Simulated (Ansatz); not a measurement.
Stepwise reaction of `F[SiH3]` with hydrogen chloride, as a gas-phase model of exchange steps in deposition or etching. ΔE in kJ/mol; ΔG adds harmonic PBE0-D4 terms to CCSD(T)/CBS, at 1 bar.

Calculated with Ansatz (gas phase, PBE0-D4/def2-TZVP geometries, no zero-point term in ΔE). CBS: MP2 limit from def2 TZ/QZ plus the TZ coupled-cluster correction, frozen cores. This one scheme is used for every species. Functionals use def2-TZVPP. B3LYP here is the variant with VWN-RPA as its local correlation; programs differ in this.

```json
{"step": "1", "reaction": "`F[SiH3]` + HCl → `F[SiH2]Cl` + H₂", "PBE-D4": "-86.9", "B3LYP-D4": "-84.4", "ωB97M-V": "-87.1", "CCSD(T)/CBS": "-85.8", "ΔG(500 K)": "-83.7"}
{"step": "2", "reaction": "`F[SiH2]Cl` + HCl → `F[SiH](Cl)Cl` + H₂", "PBE-D4": "-84.7", "B3LYP-D4": "-81.8", "ωB97M-V": "-84.3", "CCSD(T)/CBS": "-82.2", "ΔG(500 K)": "-75.7"}
```

**Question.** Give the row of step 3, `F[SiH](Cl)Cl` + HCl → `F[Si](Cl)(Cl)Cl` + H₂. (An estimate is asked.)

**Answer.** The calculation gave: 
| step | reaction | PBE-D4 | B3LYP-D4 | ωB97M-V | CCSD(T)/CBS | ΔG(500 K) |
| --- | --- | --- | --- | --- | --- | --- |
| 3 | `F[SiH](Cl)Cl` + HCl → `F[Si](Cl)(Cl)Cl` + H₂ | -73.9 | -71.5 | -73.7 | -71.3 | -60.0 |

**Question.** By hand: ΔE of the 3 steps together at CCSD(T)/CBS.

**Answer.** (-85.8) + (-82.2) + (-71.3) = -239.3 kJ/mol, or -79.8 kJ/mol a step.

In ΔE each step is higher than the one before. All are downhill at CCSD(T)/CBS. ΔG lies between -83.7 and -60.0 kJ/mol a step. PBE-D4 differs from CCSD(T)/CBS by -2.6 to -1.1 kJ/mol a step. Isolated molecules leave out the surface, adducts and barriers. Largest T1 diagnostic: 0.011.
